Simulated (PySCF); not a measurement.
# Computed records: B3H6Si, BClH3OSi, AlBFH2O, C2H6AlO and others

All values are calculated (PySCF 2.14.0). Calculation on a computer-drawn molecule: the log of a Hartree-Fock and frozen-core CCSD(T) single point meant for a local Hartree-Fock minimum, with one planted fault or none, to be diagnosed. Offsets are logged minus clean, where the clean run is the same molecule without the fault. The reference is restricted for singlets and unrestricted otherwise, and also for a bond in bohr or an excited solution. Adding or removing an electron swaps singlet and doublet. The excited solution moves the top pair (singlet) or top alpha electron (doublet) to the lowest empty orbital. Highest occupied and lowest empty are orbital energies over both spins, largest force is the largest gradient component, triples share is (T) over the correlation energy, the T1 limit is 0.02 restricted and 0.045 unrestricted, electrons count all cores, a negative frequency is imaginary (commonest isotopes), and the dipole is about the centre of nuclear charge.

Common to all runs: meant basis cc-pV(D+d)Z; logged SCF converged yes; logged CC converged yes; logged SCF stable within its kind yes; possible faults no fault, one electron removed, one electron added, multiplicity raised by two, geometry at a saddle point, SCF held on an excited solution, minimal basis STO-3G, one bond length entered in bohr, all coordinates scaled.

```json
{"entry": 1, "formula": "B3H6Si", "logged_structure": {"atoms_angstrom": [["B", -2.5971, -0.0764, 0.0], ["B", -0.9826, 0.635, 0.0], ["Si", 0.7631, -0.5406, 0.0001], ["B", 2.7374, 0.1446, 0.0], ["H", -3.5484, 0.6426, 0.0004], ["H", -2.754, -1.262, -0.0004], ["H", -0.7482, 1.8056, -0.0003], ["H", 0.5959, -2.0058, 0.0], ["H", 3.6104, -0.6617, 0.0001], ["H", 2.9234, 1.3187, -0.0001]]}, "given": {"meant_charge": 1, "meant_multiplicity": 1, "logged_electrons": 34, "logged_basis_functions": 95, "logged_spin_squared": 0.0, "logged_highest_occupied [eV]": -15.657, "logged_lowest_empty [eV]": -6.6596, "logged_largest_force [hartree/bohr]": 4.71e-05, "logged_lowest_frequency [cm^-1]": -407.73, "logged_T1_diagnostic": 0.0089833, "logged_D1_diagnostic": 0.022056, "logged_triples_share": 0.023244, "logged_dipole_magnitude [debye]": 2.0077, "logged_energy_HF [hartree]": -366.08578, "logged_energy_CCSD(T) [hartree]": -366.46331, "drawn_bonds_atom": [1, 2, 3, 1, 1, 2, 3, 4, 4], "drawn_bonds_other_atom": [2, 3, 4, 5, 6, 7, 8, 9, 10], "drawn_bonds_order": [1, 1, 1, 1, 1, 1, 1, 1, 1]}, "results": {"planted_fault": "geometry at a saddle point", "HF_energy_offset_from_clean_run [kcal/mol]": 22.29, "CCSD(T)_energy_offset_from_clean_run [kcal/mol]": 26.64}}
{"entry": 2, "formula": "BClH3OSi", "logged_structure": {"atoms_angstrom": [["B", -1.5882, -1.2744, -0.8377], ["Si", -1.4715, 0.338, 0.154], ["O", -0.395, 0.6929, 1.3145], ["Cl", -2.7141, 1.959, -0.0711], ["H", -0.7993, -2.1425, -0.6066], ["H", -2.4511, -1.3625, -1.6603], ["H", -0.4115, 1.5282, 1.7593]]}, "given": {"meant_charge": 0, "meant_multiplicity": 2, "logged_electrons": 46, "logged_basis_functions": 89, "logged_spin_squared": 0.0, "logged_highest_occupied [eV]": -18.383, "logged_lowest_empty [eV]": -6.4201, "logged_largest_force [hartree/bohr]": 0.094731, "logged_T1_diagnostic": 0.016802, "logged_D1_diagnostic": 0.06613, "logged_triples_share": 0.026475, "logged_dipole_magnitude [debye]": 2.8802, "logged_energy_HF [hartree]": -849.51162, "logged_energy_CCSD(T) [hartree]": -850.04428, "drawn_bonds_atom": [1, 2, 2, 1, 1, 3], "drawn_bonds_other_atom": [2, 3, 4, 5, 6, 7], "drawn_bonds_order": [1, 1, 1, 1, 1, 1]}, "results": {"planted_fault": "one electron removed", "HF_energy_offset_from_clean_run [kcal/mol]": 165.8, "CCSD(T)_energy_offset_from_clean_run [kcal/mol]": 173.6}}
{"entry": 3, "formula": "AlBFH2O", "logged_structure": {"atoms_angstrom": [["O", 0.1822, -0.3803, -0.9765], ["B", 0.5519, 1.2, 0.994], ["Al", -1.1478, 1.5796, 2.3244], ["F", -1.9656, 3.0186, 2.1133], ["H", 0.9571, -0.54, -1.497], ["H", 1.6563, 1.6527, 1.1933]]}, "given": {"meant_charge": 0, "meant_multiplicity": 2, "logged_electrons": 37, "logged_basis_functions": 75, "logged_spin_squared": 1.5843, "logged_highest_occupied [eV]": -8.3794, "logged_lowest_empty [eV]": 0.75618, "logged_largest_force [hartree/bohr]": 0.017253, "logged_T1_diagnostic": 0.052553, "logged_D1_diagnostic": 0.27668, "logged_triples_share": 0.026242, "logged_dipole_magnitude [debye]": 2.7591, "logged_energy_HF [hartree]": -441.98765, "logged_energy_CCSD(T) [hartree]": -442.49562, "drawn_bonds_atom": [1, 2, 3, 1, 2], "drawn_bonds_other_atom": [2, 3, 4, 5, 6], "drawn_bonds_order": [1, 1, 1, 1, 1]}, "results": {"planted_fault": "one bond length entered in bohr, row 1 of the drawn bonds", "HF_energy_offset_from_clean_run [kcal/mol]": 104.7, "CCSD(T)_energy_offset_from_clean_run [kcal/mol]": 121.0}, "notes": ["T1 above single-reference limit"]}
{"entry": 4, "formula": "C2H6AlO", "logged_structure": {"atoms_angstrom": [["C", -0.1034, -2.3977, 0.4277], ["C", 0.2118, -1.161, -0.3775], ["Al", 0.0094, 0.6692, 0.179], ["O", 0.4368, 1.8813, -0.9231], ["H", -0.8552, -3.0145, -0.0777], ["H", 0.7865, -3.0262, 0.5474], ["H", -0.4819, -2.1675, 1.4262], ["H", 0.5914, -1.3836, -1.376], ["H", -0.5354, 1.0596, 1.6115], ["H", 0.3969, 2.8148, -0.8031]]}, "given": {"meant_charge": 0, "meant_multiplicity": 2, "logged_electrons": 39, "logged_basis_functions": 95, "logged_spin_squared": 3.7739, "logged_highest_occupied [eV]": -3.6105, "logged_lowest_empty [eV]": -2.5464, "logged_largest_force [hartree/bohr]": 0.13009, "logged_T1_diagnostic": 0.066472, "logged_D1_diagnostic": 0.38108, "logged_triples_share": 0.028993, "logged_dipole_magnitude [debye]": 4.8632, "logged_energy_HF [hartree]": -395.79831, "logged_energy_CCSD(T) [hartree]": -396.36899, "drawn_bonds_atom": [1, 2, 3, 1, 1, 1, 2, 3, 4], "drawn_bonds_other_atom": [2, 3, 4, 5, 6, 7, 8, 9, 10], "drawn_bonds_order": [1, 1, 1, 1, 1, 1, 1, 1, 1]}, "results": {"planted_fault": "multiplicity raised by two", "HF_energy_offset_from_clean_run [kcal/mol]": 151.4, "CCSD(T)_energy_offset_from_clean_run [kcal/mol]": 151.8}, "notes": ["T1 above single-reference limit"]}
{"entry": 5, "formula": "CH6BOSi", "logged_structure": {"atoms_angstrom": [["B", 0.1463, -0.0715, 2.1715], ["Si", 0.275, -0.4169, 0.3039], ["C", -0.6677, -1.7014, -0.6786], ["O", 1.2814, 0.4242, -0.6837], ["H", -0.6206, -0.743, 2.8074], ["H", 0.8046, 0.7826, 2.693], ["H", -1.268, -1.2358, -1.4663], ["H", -1.339, -2.2574, -0.0211], ["H", 0.013, -2.4138, -1.1548], ["H", 1.3151, 0.2253, -1.6069]]}, "given": {"meant_charge": 0, "meant_multiplicity": 2, "logged_electrons": 38, "logged_basis_functions": 95, "logged_spin_squared": 0.0, "logged_highest_occupied [eV]": -17.728, "logged_lowest_empty [eV]": -5.9052, "logged_largest_force [hartree/bohr]": 0.096679, "logged_T1_diagnostic": 0.015947, "logged_D1_diagnostic": 0.063179, "logged_triples_share": 0.025695, "logged_dipole_magnitude [debye]": 1.5807, "logged_energy_HF [hartree]": -429.59815, "logged_energy_CCSD(T) [hartree]": -430.14759, "drawn_bonds_atom": [1, 2, 2, 1, 1, 3, 3, 3, 4], "drawn_bonds_other_atom": [2, 3, 4, 5, 6, 7, 8, 9, 10], "drawn_bonds_order": [1, 1, 1, 1, 1, 1, 1, 1, 1]}, "results": {"planted_fault": "one electron removed", "HF_energy_offset_from_clean_run [kcal/mol]": 153.6, "CCSD(T)_energy_offset_from_clean_run [kcal/mol]": 164.2}}
{"entry": 6, "formula": "C2H7AlB", "logged_structure": {"atoms_angstrom": [["C", -0.5308, -2.3546, 1.6206], ["B", -0.7086, -0.8159, 1.7435], ["Al", -0.9932, 1.2088, 1.9442], ["C", -2.441, 1.956, 3.0555], ["H", 0.4213, -2.7199, 2.016], ["H", -0.6685, -2.7328, 0.6035], ["H", -1.3265, -2.7969, 2.2384], ["H", 0.0045, 2.1673, 1.1646], ["H", -3.0567, 1.1911, 3.5385], ["H", -2.0319, 2.5993, 3.8438], ["H", -3.1065, 2.5858, 2.4529]]}, "given": {"meant_charge": 0, "meant_multiplicity": 2, "logged_electrons": 37, "logged_basis_functions": 100, "logged_spin_squared": 0.7584, "logged_highest_occupied [eV]": -7.3384, "logged_lowest_empty [eV]": 1.4266, "logged_largest_force [hartree/bohr]": 2.4963e-05, "logged_lowest_frequency [cm^-1]": 74.024, "logged_T1_diagnostic": 0.013029, "logged_D1_diagnostic": 0.044005, "logged_triples_share": 0.027295, "logged_dipole_magnitude [debye]": 1.7004, "logged_energy_HF [hartree]": -346.35894, "logged_energy_CCSD(T) [hartree]": -346.84786, "drawn_bonds_atom": [1, 2, 3, 1, 1, 1, 3, 4, 4, 4], "drawn_bonds_other_atom": [2, 3, 4, 5, 6, 7, 8, 9, 10, 11], "drawn_bonds_order": [1, 1, 1, 1, 1, 1, 1, 1, 1, 1]}, "results": {"planted_fault": "no fault", "HF_energy_offset_from_clean_run [kcal/mol]": 0.0, "CCSD(T)_energy_offset_from_clean_run [kcal/mol]": 0.0}}
{"entry": 7, "formula": "AlBH4N2", "logged_structure": {"atoms_angstrom": [["N", -0.573, -0.7496, 2.3831], ["B", -0.6548, 0.2036, 1.6053], ["Al", -0.7917, 1.8378, 0.2687], ["N", -2.0935, 3.0014, 0.4983], ["H", -0.5046, -1.5129, 3.003], ["H", 0.2177, 2.0599, -0.9216], ["H", -2.2508, 3.8093, -0.0752], ["H", -2.7907, 2.961, 1.2184]]}, "given": {"meant_charge": 0, "meant_multiplicity": 1, "logged_electrons": 36, "logged_basis_functions": 85, "logged_spin_squared": 0.0, "logged_highest_occupied [eV]": -10.898, "logged_lowest_empty [eV]": 1.7324, "logged_largest_force [hartree/bohr]": 1.5603e-05, "logged_lowest_frequency [cm^-1]": 127.52, "logged_T1_diagnostic": 0.017456, "logged_D1_diagnostic": 0.050885, "logged_triples_share": 0.031869, "logged_dipole_magnitude [debye]": 1.348, "logged_energy_HF [hartree]": -377.88596, "logged_energy_CCSD(T) [hartree]": -378.41397, "drawn_bonds_atom": [1, 2, 3, 1, 3, 4, 4], "drawn_bonds_other_atom": [2, 3, 4, 5, 6, 7, 8], "drawn_bonds_order": [2, 1, 1, 1, 1, 1, 1]}, "results": {"planted_fault": "no fault", "HF_energy_offset_from_clean_run [kcal/mol]": 0.0, "CCSD(T)_energy_offset_from_clean_run [kcal/mol]": 0.0}}
{"entry": 8, "formula": "CH6AlB2", "logged_structure": {"atoms_angstrom": [["B", -0.7734, -0.6831, -0.5435], ["C", -1.1826, -0.7056, 0.947], ["B", -1.9932, -1.9141, 1.465], ["Al", -2.4723, 0.8454, 1.059], ["H", 0.2656, -0.1927, -0.8995], ["H", -1.5056, -1.1421, -1.3825], ["H", -0.4147, -0.3452, 1.6473], ["H", -1.8683, -2.3156, 2.5923], ["H", -2.7896, -2.4679, 0.7501], ["H", -2.4021, 1.9628, -0.0693]]}, "given": {"meant_charge": 0, "meant_multiplicity": 2, "logged_electrons": 34, "logged_basis_functions": 95, "logged_spin_squared": 0.0, "logged_highest_occupied [eV]": -16.595, "logged_lowest_empty [eV]": -6.8845, "logged_largest_force [hartree/bohr]": 0.036879, "logged_T1_diagnostic": 0.015224, "logged_D1_diagnostic": 0.045599, "logged_triples_share": 0.030605, "logged_dipole_magnitude [debye]": 6.4626, "logged_energy_HF [hartree]": -332.31941, "logged_energy_CCSD(T) [hartree]": -332.73688, "drawn_bonds_atom": [1, 2, 2, 1, 1, 2, 3, 3, 4], "drawn_bonds_other_atom": [2, 3, 4, 5, 6, 7, 8, 9, 10], "drawn_bonds_order": [1, 1, 1, 1, 1, 1, 1, 1, 1]}, "results": {"planted_fault": "one electron removed", "HF_energy_offset_from_clean_run [kcal/mol]": 176.0, "CCSD(T)_energy_offset_from_clean_run [kcal/mol]": 180.7}}
```
